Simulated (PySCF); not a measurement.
Predicted microwave data (CAM-B3LYP/def2-SVPD in PySCF (dipole) on a GFN2-xTB geometry, gas phase) for one isomer of C3H12Si3:

```
Rotational constants : A = 2542, B = 1042, C = 798.3 MHz
Dipole components    : |μa| = 0.64 D, |μb| = 0.20 D, |μc| = 0.64 D
Inertial defect      : -50.94 u·Å²
κ                    : -0.72
```

Question: Which structure is it? (One computed conformer of each.)
A. `[CH2:1]=[CH:2][SiH2:3][CH:4]([SiH3:5])[SiH3:6]` with C1–C2–Si3–C4 109°, C2–Si3–C4–Si5 175°
B. `[CH2:1]=[CH:2][CH2:3][SiH:4]([SiH3:5])[SiH3:6]` with C1–C2–C3–Si4 101°, C2–C3–Si4–Si5 175°

Answer: A. It is C=C[SiH2]C([SiH3])[SiH3], an asymmetric top, point group C1. The candidates at the same level (rigid rotor, commonest isotopes):

| SMILES | A (MHz) | B (MHz) | C (MHz) | μa (D) | μb (D) | μc (D) | Δ (u·Å²) | point group | rotor |
| --- | --- | --- | --- | --- | --- | --- | --- | --- | --- |
| C=C[SiH2]C([SiH3])[SiH3] | 2542 | 1042 | 798.3 | 0.64 | 0.20 | 0.64 | -50.94 | C1 | asymmetric top |
| C=CC[SiH]([SiH3])[SiH3] | 2181 | 1084 | 784.3 | 0.20 | 0.55 | 0.08 | -53.34 | C1 | asymmetric top |

`C=CC[SiH]([SiH3])[SiH3]` has A 14 % too low. No structure here is proved a minimum.
